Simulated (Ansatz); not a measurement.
Gas-phase electronic energies from Ansatz, PBE0-D4/def2-TZVP geometries. CBS: MP2 limit from def2 TZ/QZ plus the TZ coupled-cluster correction, frozen cores. DFT in def2-TZVPP. B3LYP here is the variant with VWN-RPA as its local correlation; programs differ in this. Each species was taken in one conformer, which may not be the lowest.

Reaction (ligand exchange at the Si–C bond): `O=C=C([SiH3])[SiH3]` + `OCS[SiH3]` → `[SiH3]OCS[SiH3]` + `O=C=C[SiH3]`

(1) Is it downhill or uphill in electronic energy at CCSD(T)/CBS, and by how much? (An estimate is asked.)

(2) What do these levels give: r2SCAN-D4, B3LYP-D4, ωB97X-V, PBE, r2SCAN, PBE0, MP2/def2-TZVPP, SCS-MP2/def2-TZVPP, CCSD/def2-TZVPP, CCSD(T)/def2-TZVPP, HF/CBS(def2), MP2/CBS(def2)? (Estimate.)

Largest T1 diagnostic among the species: 0.016.

## Answers

(1) Ansatz gave: Downhill: ΔE = -44.3 kJ/mol.

(2) Computed: r2SCAN-D4 -41.4, B3LYP-D4 -48.6, ωB97X-V -47.1, PBE -33.8, r2SCAN -41.2, PBE0 -36.6, MP2/def2-TZVPP -42.7, SCS-MP2/def2-TZVPP -48.2, CCSD/def2-TZVPP -49.1, CCSD(T)/def2-TZVPP -45.4, HF/CBS(def2) -62.8, MP2/CBS(def2) -41.6 kJ/mol.

In def2-TZVPP, CCSD(T) changes the Hartree–Fock value by +16.4 kJ/mol (the triples alone add +3.7 kJ/mol) and MP2 by +19.1 kJ/mol.
